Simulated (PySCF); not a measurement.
P (SMILES [P]), quartet; BLYP/STO-3G in PySCF.

PySCF was given this input:
```python
from pyscf import gto, scf, dft

mol = gto.Mole()
mol.atom = '''
    P     0.000000    0.000000    0.000000
'''
mol.basis = 'sto-3g'
mol.charge = 0
mol.spin = 3
mol.verbose = 4
mol.build()

mf = dft.UKS(mol)
mf.xc = 'blyp'
mf.DIIS = scf.EDIIS
mf.kernel()
```

The log (banner, timings and long lists left out):

```
PySCF version 2.14.0

[INPUT] verbose = 4
[INPUT] num. atoms = 1
[INPUT] num. electrons = 15
[INPUT] charge = 0
[INPUT] spin (= nelec alpha-beta = 2S) = 3
[INPUT] symmetry False subgroup None
[INPUT] Mole.unit = angstrom
[INPUT] Symbol           X                Y                Z      unit          X                Y                Z       unit  Magmom
[INPUT]  1 P      0.000000000000   0.000000000000   0.000000000000 AA    0.000000000000   0.000000000000   0.000000000000 Bohr   0.0

nuclear repulsion = 0
number of shells = 5
number of NR pGTOs = 27
number of NR cGTOs = 9
basis = sto-3g
ecp = {}

******** <class 'pyscf.dft.uks.UKS'> ********
method = UKS
initial guess = minao
damping factor = 0
level_shift factor = 0
DIIS = <class 'pyscf.scf.diis.EDIIS'>
diis_start_cycle = 1
diis_space = 8
diis_damp = 0
SCF conv_tol = 1e-09
SCF conv_tol_grad = None
SCF max_cycles = 50
direct_scf = True
direct_scf_tol = 1e-13
number electrons alpha = 9  beta = 6
XC library pyscf.dft.libxc version 7.1.2
    S. Lehtola, C. Steigemann, M. J. T. Oliveira, and M. A. L. Marques,  SoftwareX 7, 1–5 (2018)
XC functionals = blyp
    A. D. Becke,  Phys. Rev. A 38, 3098 (1988)
    C. Lee, W. Yang, and R. G. Parr,  Phys. Rev. B 37, 785 (1988)
    B. Miehlich, A. Savin, H. Stoll, and H. Preuss,  Chem. Phys. Lett. 157, 200 (1989)
radial grids:
    Treutler-Ahlrichs [JCP 102, 346 (1995); DOI:10.1063/1.469408] (M4) radial grids

becke partition: Becke, JCP 88, 2547 (1988); DOI:10.1063/1.454033
pruning grids: <function nwchem_prune>
grids dens level: 3
symmetrized grids: False
atomic radii adjust function: <function treutler_atomic_radii_adjust>
small_rho_cutoff = 0
Set gradient conv threshold to 3.16228e-05
tot grids = 19184
init E= -337.032629304882
cycle= 1 E= -337.316024460294  delta_E= -0.283  |g|= 0.000369  |ddm|= 1.46
cycle= 2 E= -337.316024491333  delta_E= -3.1e-08  |g|= 2.2e-05  |ddm|= 0.000139
cycle= 3 E= -337.316024491419  delta_E= -8.66e-11  |g|= 1.04e-05  |ddm|= 4.16e-06
Extra cycle  E= -337.316024491444  delta_E= -2.45e-11  |g|= 6.19e-07  |ddm|= 3.91e-06
converged SCF energy = -337.316024491444  <S^2> = 3.75  2S+1 = 4
```
